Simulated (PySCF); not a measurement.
Computed structure and properties of [PbI3(H2O)]+

System: [PbI3(H2O)]+ (singlet); start: template (Cs). Method: PySCF 2.14.0, RKS PBE0, Pb def2-SVP with ECP60, I def2-SVP with ECP28, O def2-SVP, H def2-SVP; non-relativistic Hamiltonian with scalar-relativistic core potentials where named; density fitting; no spin-orbit coupling.

Input of the relaxation:

```python
mol = gto.M(atom='''
Pb    -0.28721     0.28721    -0.28721
I      1.26989     1.84431     1.26989
I     -1.84431    -1.26989     1.26989
I      1.26989    -1.26989    -1.84431
O     -1.54581     1.54581    -1.54581
H     -1.88651     2.43091    -1.34201
H     -1.88651     1.34201    -2.43091''',
    basis={'Pb': 'def2-SVP', 'I': 'def2-SVP', 'O': 'def2-SVP', 'H': 'def2-SVP'},
    ecp={'Pb': 'def2-SVP', 'I': 'def2-SVP'},
    charge=1, spin=0)
mf = dft.RKS(mol, xc='PBE0')
mf.grids.atom_grid = (50, 194)
mf = mf.density_fit()  # fitting sets: Pb def2-universal-JKFIT, I def2-universal-JKFIT, O def2-universal-JKFIT, H def2-universal-JKFIT
mf.conv_tol = 1e-08; mf.max_cycle = 55
mf.kernel(dm0)  # dm0: converged density of the start geometry
# quasi-Newton relaxation in Cartesian coordinates to a largest gradient under 0.00045 Eh/bohr, steps kept in the point group
```

Run from Python with OMP_NUM_THREADS=2; the lines above give its settings. Where DIIS fails, smearing, a level shift and second-order steps follow.
It took 2.1 min on 2 threads of Arm Neoverse V2, on a shared host, from the converged density of the start.

Course of the relaxation:

```
step  energy above end (eV)  largest force component within the symmetry (eV/Å)
   0                 0.5108                                               1.396
   1                 0.2436                                               0.801
   2                 0.0388                                               0.270
   3                 0.0127                                               0.143
   4                 0.0064                                               0.092
   5                 0.0017                                               0.040
   6                 0.0013                                               0.039
   7                 0.0012                                               0.025
   8                 0.0010                                               0.012
   9                 0.0008                                               0.012
  10                 0.0005                                               0.017
  11                 0.0002                                               0.032
  12                 0.0001                                               0.039
  13                 0.0000                                               0.026
  14                 0.0000                                               0.018
```

Relaxed geometry (Cs):

```xyz
7

Pb   -0.1223    0.0795   -0.0795
I     1.1306    2.1361    1.1880
I    -2.0631   -1.2673    1.2673
I     1.1306   -1.1880   -2.1361
O    -1.4926    1.4757   -1.4757
H    -1.7469    2.3908   -1.2836
H    -1.7469    1.2836   -2.3908
```

| contact | Å |
| --- | --- |
| Pb1–I2 (I) | 2.721 |
| Pb1–I3 (I) | 2.719 |
| Pb1–I4 (I) | 2.721 |
| Pb1–O5 (H2O) | 2.403 |

On the finer grid (75, 302):

| Property | Result |
| --- | --- |
| HOMO | -11.93 eV |
| LUMO | -8.93 eV |
| Dipole about the centre of mass | 4.91 D |
| Set of Mulliken populations of Pb1 outside the core potential | s 3.54, p 7.58, d 10.26 |
| D3(BJ) dispersion energy (not in the energies) | -0.287 eV |

| atom | Mulliken (e) | Löwdin (e) | spin (e) |
| --- | --- | --- | --- |
| Pb1 | 0.62 | 0.17 | 0.00 |
| I2 | 0.05 | 0.18 | 0.00 |
| I3 | 0.07 | 0.20 | 0.00 |
| I4 | 0.05 | 0.18 | 0.00 |
| O5 | -0.27 | 0.00 | 0.00 |
| H6 | 0.24 | 0.13 | 0.00 |
| H7 | 0.24 | 0.13 | 0.00 |

On the grid (50, 194), as all that follows. Harmonic modes: a minimum within the noise of the softest modes; lowest 33 cm⁻¹ (negative: unstable), highest 3896 cm⁻¹, zero-point energy 0.689 eV.

Taking off one I (charge -1, singlet; the rest: singlet) in vacuum, both parts rigid, costs 12.46 eV; the small basis without counterpoise inflates it. Most of it is the attraction of opposite charges; other ways to part are cheaper, and one spin state was tried for the rest.

Rigid scan of I along the line from its metal:

| distance to I2 (Å) | energy (eV) |
| --- | --- |
| 2.42 | 0.676 |
| 2.52 | 0.263 |
| 2.62 | 0.057 |
| 2.72 | 0.000 |
| 2.82 | 0.040 |
| 2.92 | 0.145 |
| 3.12 | 0.462 |
| 3.42 | 1.007 |
| 3.82 | 1.630 |
| 4.32 | 2.145 |

Taking off one H2O (charge 0, singlet; the rest: singlet) in vacuum, both parts rigid, costs 1.35 eV; the small basis without counterpoise inflates it.

Rigid scan of H2O along the line from its metal:

(distance to O5 (Å), energy (eV)): (2.10, 0.375), (2.20, 0.138), (2.30, 0.029), (2.40, 0.000), (2.50, 0.022), (2.60, 0.074), (2.80, 0.219), (3.10, 0.447), (3.50, 0.692), (4.00, 0.901)

One start shape was tried, so this needn't be the lowest isomer.
